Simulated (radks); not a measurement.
The numbers below are computed, except where a source is named.
Problem. Species: a nucleus of charge 13.5 with 11 electrons. Configuration: [Ne] 3s1. Level of theory: non-relativistic Kohn-Sham, PBEsol, spin-unpolarised, spherical densities, point nucleus (a radial shooting solver on a logarithmic mesh with Libxc functionals). Some entries of the table are withheld. Estimate them.

orbital,occ.,eigenvalue (hartree),<1/r> (bohr^-1)
1s,2,-61.25778,13.06
2s,2,(1),(2)
2p,6,(3),2.339
3s,1,-1.14046,(4)

Solution. 
(1) 2s eigenvalue (hartree): -5.53080
(2) 2s <1/r> (bohr^-1): 2.451
(3) 2p eigenvalue (hartree): -4.04716
(4) 3s <1/r> (bohr^-1): 0.6767
